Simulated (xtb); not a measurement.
xtb input (GFN2-xTB):

```bash
xtb mol.xyz --gfn 2 --sp --chrg 1 --uhf 0
```
mol.xyz:
```
10

Si     1.10822191     0.39106811     0.18339917
O     -0.34037181    -0.53352053    -0.35814073
C     -1.74676576    -0.18274078    -0.01087955
H      2.16671175    -0.38808066    -0.46586324
H      1.06355054     0.31145757     1.64757872
H      0.83101326     1.71859828    -0.37134353
H     -1.77837799     0.90144033     0.02978657
H     -1.98383513    -0.63230274     0.94872293
H     -2.37246304    -0.55729014    -0.81429359
H     -0.23813708    -1.46416731    -0.61177294
```

Output:

```
           -------------------------------------------------
          |                Calculation Setup                |
           -------------------------------------------------

           -------------------------------------------------
          |                 G F N 2 - x T B                 |
           -------------------------------------------------

        Reference                      10.1021/acs.jctc.8b01176
      * Hamiltonian:
        H0-scaling (s, p, d)           1.850000    2.230000    2.230000
        zeta-weighting                 0.500000
      * Dispersion:
        s8                             2.700000
        a1                             0.520000
        a2                             5.000000
        s9                             5.000000
      * Repulsion:
        kExp                           1.500000    1.000000
        rExp                           1.000000
      * Coulomb:
        alpha                          2.000000
        third order                    shell-resolved
        anisotropic                    true
        a3                             3.000000
        a5                             4.000000
        cn-shift                       1.200000
        cn-exp                         4.000000
        max-rad                        5.000000

          ...................................................
          :                      SETUP                      :
          :.................................................:
          :  # basis functions                  25          :
          :  # atomic orbitals                  24          :
          :  # shells                           14          :
          :  # electrons                        20          :
          :  max. iterations                   250          :
          :  Hamiltonian                  GFN2-xTB          :
          :  restarted?                      false          :
          :  GBSA solvation                  false          :
          :  PC potential                    false          :
          :  electronic temp.          300.0000000     K    :
          :  accuracy                    1.0000000          :
          :  -> integral cutoff          0.2500000E+02      :
          :  -> integral neglect         0.1000000E-07      :
          :  -> SCF convergence          0.1000000E-05 Eh   :
          :  -> wf. convergence          0.1000000E-03 e    :
          :  Broyden damping             0.4000000          :
          :  net charge                          1          :
          :  unpaired electrons                  0          :
          ...................................................

 iter      E             dE          RMSdq      gap      omega  full diag
   1    -11.1285982 -0.111286E+02  0.792E+00    6.35       0.0  T
   2    -11.1813251 -0.527268E-01  0.518E+00    5.42       1.0  T
   3    -11.1851040 -0.377894E-02  0.244E+00    5.28       1.0  T
   4    -11.1856986 -0.594590E-03  0.587E-01    5.48       1.0  T
   5    -11.1858820 -0.183425E-03  0.243E-01    5.49       1.0  T
   6    -11.1858871 -0.505646E-05  0.620E-02    5.52       1.0  T
   7    -11.1858904 -0.334779E-05  0.299E-02    5.50       1.1  T
   8    -11.1858929 -0.248799E-05  0.962E-03    5.51       3.3  T
   9    -11.1858929  0.474948E-07  0.688E-03    5.51       4.6  T
  10    -11.1858930 -0.151165E-06  0.932E-04    5.51      33.9  T
  11    -11.1858930 -0.951802E-09  0.352E-04    5.51      89.7  T

   *** convergence criteria satisfied after 11 iterations ***

         #    Occupation            Energy/Eh            Energy/eV
      -------------------------------------------------------------
         1        2.0000           -0.9897397             -26.9322
       ...           ...                  ...                  ...
         4        2.0000           -0.7915326             -21.5387
         5        2.0000           -0.7653786             -20.8270
         6        2.0000           -0.7450162             -20.2729
         7        2.0000           -0.6797526             -18.4970
         8        2.0000           -0.6661081             -18.1257
         9        2.0000           -0.6259165             -17.0321
        10        2.0000           -0.6205996             -16.8874 (HOMO)
        11                         -0.4181016             -11.3771 (LUMO)
        12                         -0.3912781             -10.6472
        13                         -0.3866666             -10.5217
        14                         -0.3038526              -8.2682
        15                         -0.2653502              -7.2205
       ...                                ...                  ...
        24                          0.4754319              12.9372
      -------------------------------------------------------------
                  HL-Gap            0.2024980 Eh            5.5103 eV
             Fermi-level           -0.5193506 Eh          -14.1322 eV

 SCC (total)                   0 d,  0 h,  0 min,  0.004 sec
 SCC setup                      ...        0 min,  0.000 sec (  2.003%)
 Dispersion                     ...        0 min,  0.000 sec (  0.874%)
 classical contributions        ...        0 min,  0.000 sec (  0.434%)
 integral evaluation            ...        0 min,  0.001 sec ( 14.328%)
 iterations                     ...        0 min,  0.002 sec ( 53.122%)
 molecular gradient             ...        0 min,  0.001 sec ( 26.460%)
 printout                       ...        0 min,  0.000 sec (  2.362%)

         :::::::::::::::::::::::::::::::::::::::::::::::::::::
         ::                     SUMMARY                     ::
         :::::::::::::::::::::::::::::::::::::::::::::::::::::
         :: total energy             -11.084504413062 Eh    ::
         :: gradient norm              0.034137122941 Eh/a0 ::
         :: HOMO-LUMO gap              5.510251519937 eV    ::
         ::.................................................::
         :: SCC energy               -11.185890915136 Eh    ::
         :: -> isotropic ES            0.116285179164 Eh    ::
         :: -> anisotropic ES         -0.001359157230 Eh    ::
         :: -> anisotropic XC         -0.000642333851 Eh    ::
         :: -> dispersion             -0.003247922368 Eh    ::
         :: repulsion energy           0.101386502074 Eh    ::
         :: add. restraining           0.000000000000 Eh    ::
         :: total charge               1.000000000000 e     ::
         :::::::::::::::::::::::::::::::::::::::::::::::::::::

           -------------------------------------------------
          |                Property Printout                |
           -------------------------------------------------

    * Orbital Energies and Occupations

         #    Occupation            Energy/Eh            Energy/eV
      -------------------------------------------------------------
         1        2.0000           -0.9897397             -26.9322
         2        2.0000           -0.9166593             -24.9436
         3        2.0000           -0.8591020             -23.3774
         4        2.0000           -0.7915326             -21.5387
         5        2.0000           -0.7653786             -20.8270
         6        2.0000           -0.7450162             -20.2729
         7        2.0000           -0.6797526             -18.4970
         8        2.0000           -0.6661081             -18.1257
         9        2.0000           -0.6259165             -17.0321
        10        2.0000           -0.6205996             -16.8874 (HOMO)
        11                         -0.4181016             -11.3771 (LUMO)
        12                         -0.3912781             -10.6472
        13                         -0.3866666             -10.5217
Note: The following floating-point exceptions are signalling: IEEE_UNDERFLOW_FLAG IEEE_DENORMAL
normal termination of xtb
        14                         -0.3038526              -8.2682
        15                         -0.2653502              -7.2205
        16                         -0.2373984              -6.4599
        17                         -0.0848558              -2.3090
        18                         -0.0457519              -1.2450
        19                          0.0107331               0.2921
        20                          0.0352181               0.9583
        21                          0.0978585               2.6629
       ...                                ...                  ...
        24                          0.4754319              12.9372
      -------------------------------------------------------------
                  HL-Gap            0.2024980 Eh            5.5103 eV
             Fermi-level           -0.5193506 Eh          -14.1322 eV

     #   Z          covCN         q      C6AA      α(0)
     1  14 Si       3.516     0.550    98.774    19.200
     2   8 O        2.396    -0.284    18.685     5.838
     3   6 C        3.620    -0.018    21.373     6.666
     4   1 H        0.918     0.006     2.954     2.688
     5   1 H        0.917     0.010     2.898     2.662
     6   1 H        0.918     0.015     2.812     2.623
     7   1 H        0.925     0.122     1.600     1.978
     8   1 H        0.925     0.114     1.661     2.015
     9   1 H        0.925     0.123     1.591     1.973
    10   1 H        0.804     0.364     0.557     1.173

 Mol. C6AA /au·bohr⁶  :        798.406516
 Mol. C8AA /au·bohr⁸  :      25645.887334
 Mol. α(0) /au        :         46.816026

Wiberg/Mayer (AO) data.
largest (>0.10) Wiberg bond orders for each atom

 ---------------------------------------------------------------------------
     #   Z sym  total        # sym  WBO       # sym  WBO       # sym  WBO
 ---------------------------------------------------------------------------
     1  14 Si   3.366 --     6 H    0.900     5 H    0.900     4 H    0.896
                             2 O    0.643
     2   8 O    2.450 --     3 C    0.878    10 H    0.847     1 Si   0.643
     3   6 C    3.830 --     7 H    0.979     8 H    0.978     9 H    0.975
                             2 O    0.878
     4   1 H    1.000 --     1 Si   0.896
     5   1 H    1.000 --     1 Si   0.900
     6   1 H    1.000 --     1 Si   0.900
     7   1 H    0.985 --     3 C    0.979
     8   1 H    0.987 --     3 C    0.978
     9   1 H    0.985 --     3 C    0.975
    10   1 H    0.868 --     2 O    0.847
 ---------------------------------------------------------------------------

Topologies differ in total number of bonds
Writing topology from bond orders to xtbtopo.mol

molecular dipole:
                 x           y           z       tot (Debye)
 q only:       -0.088      -0.316      -0.000
   full:       -0.163      -0.579      -0.118       1.558
molecular quadrupole (traceless):
                xx          xy          yy          xz          yz          zz
 q only:        5.395       2.344      -0.879       0.811       1.595      -4.516
  q+dip:        2.240       1.651       0.871       0.592       1.430      -3.111
   full:        4.540       3.004       0.224       1.038       2.042      -4.764

           -------------------------------------------------
          | TOTAL ENERGY              -11.084504413062 Eh   |
          | GRADIENT NORM               0.034137122941 Eh/α |
          | HOMO-LUMO GAP               5.510251519937 eV   |
           -------------------------------------------------

------------------------------------------------------------------------
------------------------------------------------------------------------
 total:
 SCF:
```

It need not be the lowest isomer of its formula.
